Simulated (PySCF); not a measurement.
# Electronic absorption of C7H10

Compound: C7H10.
Geometry (GFN2-xTB, Å), atoms numbered from 1 in this order:
```
atom  x, y, z in Å
C1    -2.3166    0.1161   -0.0870
C2    -1.2295   -0.9120    0.2327
C3     0.1434   -0.3748    0.0072
C4     1.0769   -0.8214   -0.8489
C5     2.2727   -0.0157   -0.7316
C6     2.0785    0.9306    0.1951
C7     0.6993    0.8017    0.7543
H8    -3.3012   -0.3353    0.0107
H9    -2.2601    0.9623    0.5936
H10   -2.2032    0.4810   -1.1054
H11   -1.3709   -1.7948   -0.3944
H12   -1.3327   -1.2219    1.2775
H13    0.9777   -1.6514   -1.5261
H14    3.1646   -0.1790   -1.3103
H15    2.7708    1.6878    0.5144
H16    0.1143    1.7061    0.5754
H17    0.7091    0.6327    1.8329
```

Computed, not measured: TDDFT PBE0/def2-SVPD, vertical, gas phase, core orbitals frozen in the response in PySCF 2.14.0, density-fitted response routines.

```
state  E (eV)  E (hartree)       f  main configurations (H = HOMO, L = LUMO)
   S1    4.93       0.1812   0.131                                 H→L (98%)
   S2    5.82       0.2137  0.0026                               H→L+1 (94%)
   S3    6.44       0.2367   0.021                               H→L+2 (90%)
   S4    6.61       0.2428  0.0042                               H→L+3 (93%)
   S5    6.71       0.2467  0.0048      H→L+5 (44%), H-1→L (44%), H→L+4 (8%)
   S6    6.91       0.2538   0.026                               H→L+4 (83%)
```

Triplets, Tamm–Dancoff:

```tsv
state	E (eV)	λ (nm)	main configurations (H = HOMO, L = LUMO)
T1	2.99	414.2	H→L (96%)
T2	5.03	246.6	H-1→L (47%), H→L+5 (36%)
```

The lowest singlet comes at 252 nm (476 kJ/mol) in the ultraviolet; it is of moderate strength; its leading configuration is HOMO→LUMO (98%). The lowest level is also the most intense of those listed (f = 0.131). Löwdin shares by element: HOMO carbon 81% or more (atoms not listed hold the other 19%); LUMO carbon 69% or more (atoms not listed hold the other 31%). Orbital energies (eV): HOMO-3 -9.58, HOMO-2 -9.29, HOMO-1 -8.52, HOMO -6.05, LUMO -0.40, LUMO+1 0.82, LUMO+2 1.46. The oscillator strengths of these states sum to 0.189; summed over the whole spectrum of an exact calculation they would give the number of electrons, 52 (Thomas–Reiche–Kuhn). The listed states span 1.98 eV, and the widest gap between neighbours is 0.89 eV (S1 to S2). The window holds the lowest 6 singlets.

The run took 32 s wall on an Arm Neoverse V2 with one thread, on a shared host, and the process peaked at 0.84 GiB of memory.

One conformer stands for the species.
